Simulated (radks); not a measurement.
Question: The aluminium ion Al4+, 9 electrons, occupied as [He] 2p5 3s2 (not the ground configuration). Calculated with a radial shooting solver on a logarithmic mesh with Libxc functionals: Dirac Kohn-Sham, OLYP, spin-unpolarised, spherical densities, finite nucleus; open shells fill j = l - 1/2 first; Fermi nuclear charge, rms radius 3.061 fm. Some entries of the table are withheld. Estimate them.

orbital  occ.  eigenvalue (hartree)  <r> (bohr)  r(max) (bohr)
1s1/2       2             -60.42039      0.1199            (1)
2p1/2       2              -6.46758      0.5248         0.3988
2p3/2       3              -6.44686      0.5264         0.4001
3s1/2       2                   (2)         (3)            (4)

Answer: 
(1) 1s1/2 r(max) (bohr): 0.07828
(2) 3s1/2 eigenvalue (hartree): -2.15724
(3) 3s1/2 <r> (bohr): 1.648
(4) 3s1/2 r(max) (bohr): 1.497
